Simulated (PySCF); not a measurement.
C3H7BO2, SMILES COB(C)C=O.

Geometry optimised at PBE0-D3(BJ)/def2-SVP. The structure was generated by enumeration, and PubChem lists no compound with its InChIKey, so it may never have been made. Other conformers were not sampled.

Method: PySCF with PBE/def2-TZVP.

Gas-phase values at a fixed geometry.

Computed frontier levels, gap, dipole moment and polarisability:
```json
{
 "highest_occupied_level": "-5.25 eV",
 "lowest_empty_level": "-2.96 eV",
 "orbital_gap": "2.29 eV",
 "dipole_moment": "3.75 D",
 "quadrupole, principal values (traceless, Buckingham form, about the centre of nuclear charge)": "-4.54, 1.04, 3.50 D·Å",
 "mean_static_polarisability": "59.1 bohr³ (8.76 Å³)",
 "polarisability_principal_values": "42.6, 60.8, 74.0 bohr³"
}
```
